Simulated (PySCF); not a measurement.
A run for PySCF: R-B3LYP/6-31G* on CH8AlN (a complex), monomers drawn apart or pushed together.

```python
from pyscf import gto, scf, dft, mp
from pyscf.data.elements import chemcore

mol = gto.M(
    atom='''
    Al   -0.32761636    0.59589039    1.67060197
    H    -0.75494524   -0.86569892    1.18550596
    H     0.92990965    1.27227927    0.95262748
    H    -1.49152111    1.56324468    2.18414292
    C    -0.42026452   -0.48763585    4.23713351
    N     0.49718591    0.18161406    3.28565807
    H    -1.26661770    0.17060433    4.42149564
    H     0.07086983   -0.72656653    5.18117752
    H    -0.78991739   -1.40091603    3.77576708
    H     0.86353481    1.03735558    3.69417944
    H     1.30205097   -0.41051662    3.09863232
    ''',
    basis='6-31g*',
    cart=True,
    charge=0, spin=0, verbose=3, max_memory=1800)
mf = dft.RKS(mol, xc='b3lyp')
mf.conv_tol = 1e-8
mf.max_cycle = 100
mf.kernel()
if not mf.converged:
    mf = mf.newton().run(mf.mo_coeff, mf.mo_occ)
```

The log:

```
converged SCF energy = -340.101045290651
```

Self-consistency was reached.

Cost: about 4 core-seconds (a rough figure).
